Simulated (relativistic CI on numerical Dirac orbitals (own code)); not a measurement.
# Slater and spin-orbit integrals, Pd²⁸⁺

Calculated at this level of theory: Dirac-Coulomb-Breit CI, separate exchange-only KLI orbitals for each configuration, a model potential for QED, unscaled Slater integrals (own radial code, finite nucleus).

Slater integrals F^k, G^k are unscaled and averaged over j, outside the closed core [Ne]; ζ comes from projecting the Hamiltonian with its Breit term on Σ l·s of the shell.

- 3s2 3p5 3d: ζ(3p) = 190810, F^2(3p,3d) = 296840, G^1(3p,3d) = 318780, G^3(3p,3d) = 212510, ζ(3d) = 24360 cm⁻¹; <r>(3p) = 0.3355, <r^2>(3p) = 0.1299, <r>(3d) = 0.2997, <r^2>(3d) = 0.1041 (bohr units).
- 3s 3p6 3d: G^2(3s,3d) = 239260, ζ(3d) = 24553 cm⁻¹; <r>(3s) = 0.3443, <r^2>(3s) = 0.1349, <r>(3d) = 0.3, <r^2>(3d) = 0.1044 (bohr units).
- 3s2 3p5 4s: ζ(3p) = 194070, G^1(3p,4s) = 37758 cm⁻¹; <r>(3p) = 0.333, <r^2>(3p) = 0.1279, <r>(4s) = 0.6622, <r^2>(4s) = 0.4926 (bohr units).

Averages of the first 10 configurations, taken without configuration mixing, which lowers the lowest level and can move excited configurations by several eV; other configurations of the list can lie among them:

```
Configuration  Parity  States  Average energy above the lowest level (eV)
      3s2 3p6    even       1                                         0.3
   3s2 3p5 3d     odd      60                                       153.3
    3s 3p6 3d    even      20                                       284.3
   3s2 3p5 4s     odd      12                                       757.6
   3s2 3p5 4p    even      36                                       804.7
   3s2 3p5 4d     odd      60                                       866.7
    3s 3p6 4s    even       4                                       889.7
    3p6 3d 4p     odd      60                                      1220.0
      3p6 3d2    even      45                                       574.7
      3p5 3d3     odd     720                                       726.1
```
